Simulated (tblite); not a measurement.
Species: C6H7O2 (doublet state).
Atom-mapped SMILES: `[CH3:1][O:2][CH2:3][C:4](=[O:5])[C:6]1=[C:7][CH2:8]1` (hydrogens: H9, H10, H11 on C1; H12, H13 on C3; H14, H15 on C8)

Structure used (GFN2-xTB), in Å, numbered top down from 1:
```
atom  x, y, z in Å
C1    -2.5773    0.2874   -0.3441
O2    -1.6957   -0.1054    0.6851
C3    -0.3463    0.0918    0.4096
C4     0.2309   -0.8632   -0.6626
O5    -0.4494   -1.6473   -1.2773
C6     1.6365   -0.6648   -0.8109
C7     2.8505   -0.8061   -1.2616
C8     2.7905    0.2284   -0.2082
H9    -3.5800    0.1893    0.0669
H10   -2.4797   -0.3561   -1.2222
H11   -2.3981    1.3300   -0.6355
H12    0.1869   -0.0828    1.3493
H13   -0.1485    1.1246    0.0745
H14    2.8310    1.2750   -0.4807
H15    3.1442    0.0074    0.7901
```

Method: GFN2-xTB as coded in tblite; computed harmonic values from a numerical Hessian at the method's own geometry, unscaled. This tight-binding method is rough: wavenumbers can miss measured ones by several per cent, in bad cases by 10 to 20. One conformer, not necessarily the lowest. Open shells enter through the occupations alone, without spin polarisation, and single modes of such species can be off by tens of per cent.

Harmonic wavenumbers (cm⁻¹): 43.3, 68.2, 121.2, 136.2, 197.0, 215.6, 266.5, 368.1, 475.4, 488.0, 548.6, 727.9, 761.3, 827.6, 921.1, 957.5, 972.6, 993.5, 1044.6, 1113.4, 1128.7, 1132.8, 1149.0, 1249.9, 1284.0, 1400.4, 1406.5, 1435.4, 1460.7, 1475.8, 1730.6, 1792.2, 2824.6, 2908.3, 2952.6, 2964.8, 3034.0, 3042.9, 3046.9.

A = 5071, B = 1200, C = 1034 MHz; mass 111.045 u (most abundant isotopes); point group C1, symmetry number 1; spin multiplicity 2.

Q: What is the zero-point energy?

A: Half the sum of the wavenumbers: 24334 cm⁻¹ = 291.10 kJ/mol.

Q: Give the ideal-gas entropy at 500 K and 1 bar in the rigid-rotor, harmonic-oscillator model (classical rotation).

A: Translation 178.34, rotation 124.96, vibration 174.75, spin (R ln 2) 5.76: S = 483.8 J/(mol K).

Q: And Cp and H(500 K) − H(0)?

A: Cp = 194.20 J/(mol K), of which vibrations give 160.94 (their classical limit is 39 R = 324.3); H(500 K) − H(0) = 59.73 kJ/mol without the zero-point energy, 43.10 from vibrations.

Q: What must be added to the electronic energy to get the Gibbs energy at 500 K and 1 bar?

A: ZPE + [H(500 K) − H(0)] − T·S = 291.10 + 59.73 − 241.91 = 108.92 kJ/mol.

Q: Which modes carry the vibrational entropy at 500 K?

A: 43.3 cm⁻¹: 25.64; 68.2 cm⁻¹: 21.87; 121.2 cm⁻¹: 17.11; 136.2 cm⁻¹: 16.16; 197.0 cm⁻¹: 13.14; 215.6 cm⁻¹: 12.42 J/(mol K); the other 33 give 68.41 together.

Q: Blend soft modes into free rotors: weight 1/[1 + (100 cm⁻¹/ν̃)⁴] for the oscillator and the rest for a rotor with moment μB/(μ + B), μ = h/(8π²ν), B = 10⁻⁴⁴ kg m². What vibrational entropy results?

A: 159.73 J/(mol K) in place of 174.75, which changes −T·S at 500 K by +7.51 kJ/mol.

Hindered rotation and anharmonicity are outside this model. Other conformers, if any are populated, would add a mixing term that is left out. The structure is chiral; the term R ln 2 for an equal mix with its mirror image is left out.
